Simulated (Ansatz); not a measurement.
Coupled-cluster diagnostics for mer-CoF3(H2O)3 (CoO₃F₃H₆), Ansatz.

Geometry of the singlet (r2SCAN-D4/def2-SVP):

Cartesian coordinates in Å:
```
Co 0.177 -0.059 -0.002
F 0.937 0.191 -1.617
F -0.811 -0.252 1.552
F 1.744 0.042 0.841
O -1.618 -0.211 -0.781
H -1.881 0.634 -1.178
H -2.028 -0.255 0.113
O 0.643 -1.880 -0.393
H 1.438 -1.893 0.181
H 1.000 -1.551 -1.261
O -0.057 1.799 0.494
H 0.888 1.961 0.696
H -0.432 1.474 1.354
```

Correlated methods freeze 11 core orbitals; core or outer-core shells of Co are correlated, in sets that lack core-valence functions. At PBE0-D4/def2-TZVP a quintet of charge 0 lies 0.40 eV below the restricted singlet, each at its own geometry.

(1) Estimate the CCSD(T) correlation energy, the shares of MP2 and (T), T1 and the reference's ⟨S²⟩ for: charge 0, singlet, own geometry in def2-SVP; and the rough time on 4 threads of Intel Xeon Platinum 8488C on a shared host.

Results:

(1) 
| state | basis | correlation (eV) | MP2 share (%) | (T) share (%) | T1 | ⟨S²⟩ (pure) | wall time | remarks |
| --- | --- | --- | --- | --- | --- | --- | --- | --- |
| charge 0, singlet, own geometry | def2-SVP | -44.338 | 94.6 | 2.6 | 0.026 | 0.00 (0.00) | 61 s | restricted SCF unstable |
Customary marks for T1 are 0.02 (closed shells), 0.045 (open shells) and about 0.05 (3d metals). T1 exceeds 0.02 in 1 of 1 rows and 0.045 in 0; the higher it lies, the less the single-reference result can be trusted.
